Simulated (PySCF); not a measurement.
System (SMILES): [SiH3][SiH] (SiH-SiH3) (closed-shell singlet).
Geometry (B3LYP-D3(BJ)/def2-TZVP, fixed):
```xyz
6

Si     0.0071     1.0500     0.8096
H     -0.4184     1.8608    -0.4081
Si     0.0198    -0.9006    -0.5838
H      0.9769    -0.6998    -1.7070
H     -1.3363    -1.1013    -1.1659
H      0.4013    -2.1512     0.1194
```
Charge 0, spin multiplicity 1.

How fast the isotropic shielding of H4 converges with the basis for several methods (PySCF): deviation from each method's own reference, in ppm. References: HF 28.43 ppm, the value in pcseg-3; PBE 27.12 ppm, the value in pcseg-3; PBE0 27.43 ppm, the value in pcseg-3. All functions are spherical. No added dispersion term, no relativity. GIAO; atoms are numbered in the order shown.

| basis | functions | HF | PBE | PBE0 |
|---|---|---|---|---|
| cc-pV(D+d)Z | 66 | -0.12 | -0.06 | ? |
| def2-SVPD | 80 | 0.07 | 0.11 | ? |
| aug-cc-pV(D+d)Z | 100 | -0.11 | -0.08 | ? |
| pcseg-2 | 124 | -0.08 | -0.01 | ? |
| jun-cc-pV(T+d)Z | 152 | 0.01 | 0.04 | ? |
| pcseg-3 | 260 | 0.00 | 0.00 | ? |
| def2-QZVP | 260 | 0.03 | 0.04 | ? |
| def2-QZVPP | 260 | 0.03 | 0.04 | ? |

Q: Complete the blanks.

A: 
- cc-pV(D+d)Z, PBE0: -0.07
- def2-SVPD, PBE0: 0.10
- aug-cc-pV(D+d)Z, PBE0: -0.08
- pcseg-2, PBE0: -0.03
- jun-cc-pV(T+d)Z, PBE0: 0.03
- pcseg-3, PBE0: 0.00
- def2-QZVP, PBE0: 0.04
- def2-QZVPP, PBE0: 0.04

Mean absolute deviation over pcseg-2, jun-cc-pV(T+d)Z: PBE 0.03, PBE0 0.03, HF 0.05 ppm.
